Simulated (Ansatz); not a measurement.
`[OH][Mg][N]([SiH3])[SiH3]` and `[SiH3][N]([SiH3])[InH2]` differ in one atom or group.

Ansatz, PBE0-D4/def2-TZVP geometries, multiplicity 1. Each molecule was computed in one conformer, which needn't be the lowest.

Elements past krypton have def2 core potentials.

| property | `[OH][Mg][N]([SiH3])[SiH3]` |
| --- | --- |
| HOMO–LUMO gap (B3LYP/def2-TZVPP) / eV | 5.48 |
| LUMO energy (PBE/def2-TZVPP) / eV | -2.16 |
| HOMO energy (ωB97M-V/def2-TZVPP) / eV | -9.62 |
| LUMO energy (B3LYP/def2-TZVPP) / eV | -1.66 |
| HOMO–LUMO gap (PBE0/def2-TZVPP) / eV | 5.97 |
| LUMO energy (ωB97M-V/def2-TZVPP) / eV | -0.02 |

(1) What does the change do to each property? (Estimate.)

## Answers

(1) Computed: 
```tsv
property	`[SiH3][N]([SiH3])[InH2]`	shift
HOMO–LUMO gap (B3LYP/def2-TZVPP) / eV	5.24	-0.24
LUMO energy (PBE/def2-TZVPP) / eV	-2.44	-0.28
HOMO energy (ωB97M-V/def2-TZVPP) / eV	-9.68	-0.06
LUMO energy (B3LYP/def2-TZVPP) / eV	-2.00	-0.34
HOMO–LUMO gap (PBE0/def2-TZVPP) / eV	5.72	-0.25
LUMO energy (ωB97M-V/def2-TZVPP) / eV	-0.31	-0.29
```

With PBE0 the HOMO falls by 0.08 eV and the LUMO falls by 0.33 eV, so the gap narrows by about 0.25 eV. PBE moves the HOMO by -0.13 eV and ωB97M-V by -0.06 eV.

B3LYP here is the variant with VWN-RPA as its local correlation; programs differ in this.
